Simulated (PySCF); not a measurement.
Electron correlation in Tc²⁺ (technetium, charge +2)

[Kr] 4d4 5p1, one real determinant (an excited configuration). All numbers are calculated (PySCF 2.14, scalar relativity by spin-free X2C-1e, in x2c-TZVPPall with one added diffuse shell each of s, p, d, f type (9s7p7d3f1g, 95 functions)). Frozen: [Kr]; 5 electrons correlated.

```json
{"level": "CCSD", "correlation energy (mhartree)": "-54.95"}
{"level": "(T)", "correlation energy (mhartree)": "-0.81"}
{"level": "CCSD(T)", "correlation energy (mhartree)": "-55.76"}
```

Diagnostics: T1 = 0.0057, D1 = 0.0173, largest double amplitude 0.061.

The real determinant used has ⟨L²⟩ near 8 against 12 for a pure F term, so it mixes terms.

Cost of the coupled-cluster step: of the order of 5 core-seconds, for 5 correlated electrons.

Iterations:

```
CC2 = 0
CCSD nocc = (np.int64(5), np.int64(0)), nmo = (77, 77)
frozen orbitals [[0, 1, 2, 3, 4, 5, 6, 7, 8, 9, 10, 11, 12, 13, 14, 15, 16, 17], [0, 1, 2, 3, 4, 5, 6, 7, 8, 9, 10, 11, 12, 13, 14, 15, 16, 17]]
max_cycle = 100
direct = 0
conv_tol = 1e-08
conv_tol_normt = 1e-06
diis_space = 8
diis_start_cycle = 0
Init t2, MP2 energy = -0.0477468822644231
Init E_corr(UCCSD) = -0.0477468822700539
cycle = 1  E_corr(UCCSD) = -0.053447288520477  dE = -0.00570040625  norm(t1,t2) = 0.0219009
cycle = 2  E_corr(UCCSD) = -0.0543447833890544  dE = -0.000897494869  norm(t1,t2) = 0.00898011
cycle = 3  E_corr(UCCSD) = -0.0547622427796714  dE = -0.000417459391  norm(t1,t2) = 0.00553064
cycle = 4  E_corr(UCCSD) = -0.0547367779993074  dE = 2.54647804e-05  norm(t1,t2) = 0.00344067
cycle = 5  E_corr(UCCSD) = -0.0548264787850497  dE = -8.97007857e-05  norm(t1,t2) = 0.00283862
cycle = 6  E_corr(UCCSD) = -0.0548992645611917  dE = -7.27857761e-05  norm(t1,t2) = 0.00229205
cycle = 7  E_corr(UCCSD) = -0.0549189051511605  dE = -1.964059e-05  norm(t1,t2) = 0.00949458
cycle = 8  E_corr(UCCSD) = -0.0549365223769835  dE = -1.76172258e-05  norm(t1,t2) = 0.00107747
cycle = 9  E_corr(UCCSD) = -0.0549510445663991  dE = -1.45221894e-05  norm(t1,t2) = 0.00200472
cycle = 10  E_corr(UCCSD) = -0.0549511557694486  dE = -1.11203049e-07  norm(t1,t2) = 0.000124633
cycle = 11  E_corr(UCCSD) = -0.0549505401901168  dE = 6.15579332e-07  norm(t1,t2) = 5.34542e-05
cycle = 12  E_corr(UCCSD) = -0.0549511503399085  dE = -6.10149792e-07  norm(t1,t2) = 1.17057e-05
cycle = 13  E_corr(UCCSD) = -0.0549512405381969  dE = -9.01982884e-08  norm(t1,t2) = 2.45579e-06
cycle = 14  E_corr(UCCSD) = -0.054951196422293  dE = 4.4115904e-08  norm(t1,t2) = 5.07339e-07
cycle = 15  E_corr(UCCSD) = -0.0549511868106729  dE = 9.61162011e-09  norm(t1,t2) = 1.75112e-07
UCCSD converged
E(UCCSD) = -4281.962528004045  E_corr = -0.05495118681067285
UCCSD(T) correction = -0.000809815007092899
```

The reference is one real determinant that mixes LS terms of this configuration.
